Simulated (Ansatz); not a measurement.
`[SiH3]C[SiH2][GaH2]` and `F[SiH2]C[SiH3]` differ in one atom or group.

Ansatz, PBE0-D4/def2-TZVP geometries, multiplicity 1. Each molecule was computed in one conformer, which needn't be the lowest.

Scalar relativity is left out up to krypton.

```
                                                                                  property  `[SiH3]C[SiH2][GaH2]`
                                                         HOMO energy (PBE/def2-TZVPP) / eV                  -6.14
ideal-gas entropy at 298 K and 1 bar (rigid rotor, harmonic PBE0-D4/def2-TZVP) / J/(mol·K)                    373
                                            zero-point energy (PBE0-D4/def2-TZVP) / kJ/mol                  217.0
                                                   HOMO–LUMO gap (ωB97M-V/def2-TZVPP) / eV                   9.52
                                                         LUMO energy (PBE/def2-TZVPP) / eV                  -2.23
                                                       HOMO energy (B3LYP/def2-TZVPP) / eV                  -7.00
```

Problem. What does the change do to each property? (An estimate is asked.)

Solution. Ansatz gave: 
| property | `F[SiH2]C[SiH3]` | shift |
| --- | --- | --- |
| HOMO energy (PBE/def2-TZVPP) / eV | -7.69 | -1.55 |
| ideal-gas entropy at 298 K and 1 bar (rigid rotor, harmonic PBE0-D4/def2-TZVP) / J/(mol·K) | 347 | -26 |
| zero-point energy (PBE0-D4/def2-TZVP) / kJ/mol | 188.7 | -28.3 |
| HOMO–LUMO gap (ωB97M-V/def2-TZVPP) / eV | 12.98 | 3.46 |
| LUMO energy (PBE/def2-TZVPP) / eV | -0.85 | 1.38 |
| HOMO energy (B3LYP/def2-TZVPP) / eV | -8.81 | -1.81 |

With PBE0 the HOMO falls by 1.83 eV and the LUMO rises by 1.45 eV, so the gap widens by about 3.28 eV. PBE moves the HOMO by -1.55 eV and ωB97M-V by -2.01 eV. The zero-point energy changes by -28.3 kJ/mol with -6 modes. Modes under 60 cm⁻¹, often nearly free rotors, make the harmonic entropy too high.

Positive LUMOs are unbound, so they and the gaps depend on the basis.

B3LYP here is the variant with VWN-RPA as its local correlation; programs differ in this.
